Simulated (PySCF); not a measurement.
Below is a simulated gas-phase P 2p photoelectron spectrum of `[H][Ga]([H])([H])<-[PH3]` (Ga(PH3)H3).

Every computed line was given a Gaussian of 0.4 eV full width at half maximum and an area set by the number of equivalent atoms (split 2:1 within a doublet); the highest printed point is 100. The calculation used PySCF, delta-SCF UKS SCAN, pcX-2 on the ionised atom, pcseg-1 elsewhere, spin-free X2C.

(binding energy (eV), intensity): (137.5, 1), (137.6, 3), (137.7, 13), (137.8, 36), (137.9, 71), (138.0, 100), (138.1, 100), (138.2, 70), (138.3, 35), (138.4, 13), (138.5, 5), (138.6, 8), (138.7, 19), (138.8, 37), (138.9, 51), (139.0, 49), (139.1, 33), (139.2, 16), (139.3, 6), (139.4, 1), (139.5, 0)

Task: How many maxima does the curve show, and how many computed lines lie under it?

Result: The curve has 2 maxima (at 138.0 and 138.9 eV). Under it lie 2 lines from 1 inequivalent phosphorus site, drawn as a 2p3/2, 2p1/2 pair.

Task: Decompose the envelope and assign each component. Bonds: Ga1–P2. Hydrogens: H6, H7, H8 on Ga1; H3, H4, H5 on P2.

Result: 
| position (eV) | relative area | line | atoms | environment |
| --- | --- | --- | --- | --- |
| 138.05 | 0.67 | P 2p3/2 | P2 | phosphorus bonded to Ga and 3 H |
| 138.94 | 0.33 | P 2p1/2 | P2 | phosphorus bonded to Ga and 3 H |

Task: What are the centre and the root-mean-square width of the whole band?

Result: The area-weighted mean of the lines is 138.35 eV. Their own spread about it is 0.42 eV (rms) and each Gaussian has σ = 0.4/2.355 = 0.17 eV; the variances add, which gives 0.45 eV.

The curve has no shake-up lines and no vibrational structure. Spin–orbit coupling isn't in the SCF: each 2p doublet comes from a relaxed spin-free hole plus a matrix of the shell (mean-field spin–orbit coupling and the ground-state 2p splitting), with 2p3/2 averaged over its two sublevels. 2p1/2 minus 2p3/2 (ligand field included): P 0.89 eV. Geometry: PBE0-D3(BJ)/def2-SVP; no solvent, vibrations or thermal averaging.
